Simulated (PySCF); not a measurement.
Several structures and their simulated spectra, in scrambled order.

A. SMILES C=C(F)[Si]1(C=O)[SiH2]O[SiH2]1
B. `Cc1cpcc(C)p1`
C. `C1C(=CC(N)=O)CC1`

Spectrum 1. ¹H NMR (400 MHz, computed): δ 9.41 (m, 2H), 3.00 (m, 6H). ¹³C{¹H} NMR (computed): δ 183.5 (C), 162.8 (CH), 30.1 (CH3).

Spectrum 2. ¹H NMR (400 MHz, computed): δ 5.45 (s, 1H), 4.67 (br, 1H), 4.35 (br, 1H), 3.44 (m, 2H), 2.92 (m, 2H), 2.16 (m, 2H). ¹³C{¹H} NMR (computed): δ 176.6 (C), 167.1 (C), 118.2 (CH), 35.3 (CH2), 32.1 (CH2), 18.7 (CH2).

Spectrum 3. ¹H NMR (400 MHz, computed): δ 12.71 (m, 1H), 6.18 (m, 1H), 6.12 (m, 2H), 6.07 (m, 2H), 5.86 (m, 1H). ¹³C{¹H} NMR (computed): δ 240.3 (CH), 173.4 (C), 119.2 (CH2).

One averaged value for each set of equivalent atoms, non-relativistic Hamiltonian, no solvent, one computed conformer. Coordinates at the GFN2-xTB level; σ from GIAO-PBE0/pcSseg-1; PySCF 2.14.

Chemical shifts δ = σref − σ; ¹H (σref 31.72), ¹³C (σref 186.93) vs TMS, all at this level. Splittings of carbon signals by F and P are missing where no couplings were computed. Where no couplings were computed, multiplicities follow the n + 1 count of equivalent neighbours, and m marks all less simple cases (inequivalent or close neighbours, rings, F or P nearby). Acid and N–H amide carbonyl carbons lie up to 10 ppm further downfield in solution (hydrogen bonding). Shifts are as computed. Against solution values, carbons near 30 ppm lie about +3 ppm off and those near 130 ppm about +5 ppm. Of 1211 compounds with measured shifts, 218 miss one by over three times the rms of a fit or turn the order of signals round; such compounds aren't used in these exercises. Groups on amide-type nitrogens are kept apart (slow C–N rotation). OH and NH positions are gas-phase values without hydrogen bonding to other molecules.

Q: Which spectrum belongs to which compound?

A: 1–B, 2–C, 3–A.

- Spectrum 1 (B): 3 ¹³C signals; δC 30.1 is a methyl carbon on an aromatic ring; δH 9.41 is the hydrogen on an aromatic CH.
- Spectrum 2 (C): 6 ¹³C signals; δC 176.6 is a β carbon of a C=C–C=O unit; δC 167.1 is an amide carbonyl carbon.
- Spectrum 3 (A): 3 ¹³C signals; δC 119.2 is a terminal =CH2 carbon; δH 6.18 is the hydrogen on a terminal =CH2 carbon.
